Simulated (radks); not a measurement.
Ionisation of the cadmium ion Cd+, [Kr] 4d10 5s1, to [Kr] 4d10 as the strength of local exchange is varied. Calculated with a radial shooting solver on a logarithmic mesh with Libxc functionals: scalar-relativistic Kohn-Sham, Slater X-alpha exchange (alpha = 2/3 is LDA exchange), no correlation, spin-polarised, spherical densities, finite nucleus; open shells are filled with parallel spins first (spin-orbit coupling, left out, can overturn this in heavy ions); Fermi nuclear charge, rms radius 4.6087 fm.

| alpha | E(Cd+) (hartree) | exchange (hartree) | IE (eV) | -e of the level emptied (eV) | <r> of it (bohr) |
|---|---|---|---|---|---|
| 0.559 | -5561.29881 | -120.57233 | 15.785 | 11.953 (5s) | 2.727 |
| 0.648 | -5580.56890 | -140.25548 | 16.562 | 12.740 (5s) | 2.673 |
| 0.667 | -5584.69142 | -144.47473 | 16.729 | 12.911 (5s) | 2.662 |
| 0.708 | -5593.59777 | -153.60004 | 17.094 | 13.283 (5s) | 2.638 |
| 0.782 | -5609.70858 | -170.14138 | 17.761 | 13.967 (5s) | 2.596 |
| 0.936 | -5643.38452 | -204.85865 | 19.181 | 15.436 (5s) | 2.514 |

NIST Atomic Spectra Database: 16.908 eV (measured). The Delta-SCF value meets it near alpha = 0.69.
